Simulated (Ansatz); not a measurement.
`C[SiH2]NPS` + `CBO` → `OPS` + `CBN[SiH2]C`  (redistribution)

Computed with Ansatz on PBE0-D4/def2-TZVP structures; ΔE is electronic, products minus reactants. CBS: MP2 limit from def2 TZ/QZ plus the TZ coupled-cluster correction, frozen cores. DFT in def2-TZVPP. B3LYP here is the variant with VWN-RPA as its local correlation; programs differ in this. Each species was taken in one conformer, which may not be the lowest.

```tsv
level	ΔE (kcal/mol)
ωB97M-V	1.3
revPBE	0.1
B3LYP	0.4
BHLYP	1.0
LC-ωPBE	1.4
CCSD/def2-SVP	5.5
HF/def2-TZVPP	1.7
MP2/CBS(def2)	1.7
```

(1) What does CCSD(T)/CBS give? (Best estimate.)

Largest T1 diagnostic among the species: 0.014.

Answers

(1) Computed: +1.3 kcal/mol. The listed levels differ from it by 0.0, -1.2, -0.9, -0.3, 0.1, 4.2, 0.4, 0.4 kcal/mol.

The D4 term adds +1.2 kcal/mol with B3LYP and +0.7 kcal/mol with PBE0; it sums over pairs of atoms, weighted by their polarisabilities, and B3LYP, whose exchange is more repulsive, gets the larger term. Leaving LDA and LC-ωPBE aside and taking each functional with its dispersion term where it has one, the values, not all of them listed here, spread over 1.4 kcal/mol, from r2SCAN-D4 to BHLYP-D4.
